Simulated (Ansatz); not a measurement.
Mulliken charges of `C#C[O][Zn][CH3]` from r2SCAN/def2-TZVPP in Ansatz (PBE0-D4/def2-TZVP geometry).

| atom | x (Å) | y (Å) | z (Å) | charge (e) |
| --- | --- | --- | --- | --- |
| C1 | -1.462 | 2.037 | 2.032 | -0.405 |
| C2 | -0.560 | 1.793 | 1.272 | 0.229 |
| O3 | 0.406 | 1.553 | 0.468 | -0.466 |
| Zn4 | 0.549 | -0.032 | -0.406 | 0.485 |
| C5 | 0.794 | -1.666 | -1.376 | -0.357 |
| H6 | -2.248 | 2.274 | 2.706 | 0.233 |
| H7 | -0.146 | -2.218 | -1.418 | 0.094 |
| H8 | 1.122 | -1.454 | -2.394 | 0.093 |
| H9 | 1.545 | -2.287 | -0.885 | 0.094 |

Question: By hand: the dipole of these point charges (1 e Å = 4.8032 D).

Answer: Σ q r = (-0.030, -0.588, -0.264) e Å, of length 0.645 e Å = 3.10 D.

Question: How does the dipole of the full density compare? (An estimate is asked.)

Answer: Computed: (0.242, -0.620, -0.474) e Å, 3.92 D; the point charges give 0.79 times that, at 24° from its direction.

Point charges leave out the atoms' own dipoles, such as those of lone pairs, and Mulliken's split depends on the basis, so the two needn't agree.
